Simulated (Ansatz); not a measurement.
CH$_{8}$OSi$_{2}$ (`C[SiH2][SiH2]O`). Total charge 0; spin multiplicity 1.

```xyz
12

C    -0.9361   -1.4636   -0.7839
Si   -0.5393   -0.4338    0.7346
Si    1.2598    1.0267    0.3618
O     0.9385    2.1114   -0.8510
H    -0.0868   -2.0951   -1.0535
H    -1.1610   -0.8197   -1.6371
H    -1.7989   -2.1087   -0.6050
H    -0.2120   -1.3156    1.8929
H    -1.7329    0.3765    1.1228
H     1.6059    1.7312    1.6326
H     2.4612    0.2821   -0.0978
H     0.2017    2.7086   -0.7165
```

Q: List the harmonic frequencies (cm⁻¹, unscaled) at PBE0-D4/def2-TZVP in Ansatz. (Best estimate.)

A: The calculation gave: 56, 107, 148, 182, 230, 396, 414, 492, 612, 676, 707, 741, 829, 843, 884, 900, 912, 929, 948, 1276, 1452, 1452, 2177, 2187, 2196, 2225, 3054, 3141, 3141, 3923.

Q: Is this a minimum?

A: Yes, all 30 modes are real.

Q: Give the ideal-gas thermochemistry at 298.15 K and 1 bar (rigid rotor, harmonic oscillator; point group C1, symmetry number 1).

A: Zero-point energy 222.7 kJ/mol; H(298) − E = 245.8 kJ/mol; entropy 359.8 J/(mol·K), of which translation 165.3, rotation 111.8, vibration 82.7; G(298) − E = 138.5 kJ/mol. Modes under 100 cm⁻¹ are hindered rotations or soft bends, so the harmonic entropy is rough.
